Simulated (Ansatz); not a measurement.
Molecule: MgF, charge 0, multiplicity 2. 
Coordinates optimised at B3LYP-D3(BJ)/def2-TZVP (Ansatz, a program for electronic structure):
```
Mg
F 1 1.7703
```
Charge 0, spin multiplicity 2.

Parts of the frozen-core correlation energy in def2-SVP (Ansatz, hartree). Frozen orbitals: 6; correlated occupied orbitals by spin: 5 and 4; virtual: 21 and 22. Open shells are spin-unrestricted. Spin-orbit coupling is left out. No relativistic terms.

```tsv
term	value
reference (HF)	-298.94481
MP2 opposite-spin	…
MP2 same-spin	…
CCSD correlation	-0.20756
(T)	…
CCSDT minus CCSD(T)	-0.00025
CCSDT(Q) minus CCSD(T)	-0.00077
T1 diagnostic	0.019
largest doubles amplitude	0.039
<S^2> of the reference	0.750
```

Task: Fill in the missing entries.

Result: 
- MP2 opposite-spin, value: -0.14866
- MP2 same-spin, value: -0.05768
- (T), value: -0.00283
